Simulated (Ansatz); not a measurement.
System: sum formula SiN$_{2}$H$_{4}$Cl$_{2}$, net charge 0, singlet state. 
Coordinates optimised at B3LYP-D3(BJ)/def2-TZVP (Ansatz, a quantum-chemistry and plane-wave program):
```xyz
9

Si     0.0035    -0.3639     0.0078
Cl    -0.0753     0.8478    -1.6658
Cl     0.0581     0.9201     1.6277
N      1.3836    -1.3291     0.1763
N     -1.3574    -1.3621    -0.1183
H      1.5772    -2.0583    -0.4921
H      2.2193    -0.9647     0.6039
H     -2.1998    -1.0328    -0.5608
H     -1.5371    -2.0655     0.5810
```
Charge 0, spin multiplicity 1.

Dipole moments at this geometry, in debye (magnitudes).

```
level                    program  dipole (D)
-----------------------  -------  ----------
SVWN5/def2-TZVPD          Ansatz        2.45
PBE/def2-TZVPD            Ansatz        2.42
BLYP/def2-TZVPD           Ansatz        2.39
revPBE/def2-TZVPD         Ansatz        2.42
B97M-V/def2-TZVPD         Ansatz           ?
B3LYP/def2-TZVPD          Ansatz        2.40
PBE0/def2-TZVPD           Ansatz        2.43
r2SCANh/def2-TZVPD        Ansatz        2.44
r2SCAN0/def2-TZVPD        Ansatz        2.44
HSE06/def2-TZVPD          Ansatz        2.43
CAM-B3LYP/def2-TZVPD      Ansatz        2.41
wB97X-V/def2-TZVPD        Ansatz        2.42
CCSD(T)/aug-cc-pV(D+d)Z   Ansatz           ?
```

Complete the blanks.


- B97M-V/def2-TZVPD, dipole (D): 2.41
- CCSD(T)/aug-cc-pV(D+d)Z, dipole (D): 2.38
